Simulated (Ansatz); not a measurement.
Species: GaBr (charge 0, singlet). 
Geometry from a B3LYP-D3(BJ)/def2-TZVP (Ansatz, a program for electronic structure) optimisation:
```xyz
2

Ga     0.0000     0.0000    -1.2726
Br     0.0000     0.0000     1.1272
```

Task: Give the harmonic wavenumbers at B3LYP-D3(BJ)/def2-TZVP (Ansatz, finite differences of forces, unscaled).

Result: 253 cm⁻¹. Zero-point energy 0.4 kcal/mol.

Task: From these and the geometry, give the ideal-gas thermochemistry at 298.15 K and 1 atm (rigid rotor, harmonic oscillator).

Result: Point group C∞v, rotational symmetry number 1. Rotational constants 2.357, 2.357 GHz. S(trans) 40.92, S(rot) 17.64, S(vib) 1.71, S(elec, spin only) 0.00, S 60.3 cal/(mol K). H(298) - H(0) 2.38 kcal/mol; G - E(el) -15.2 kcal/mol.
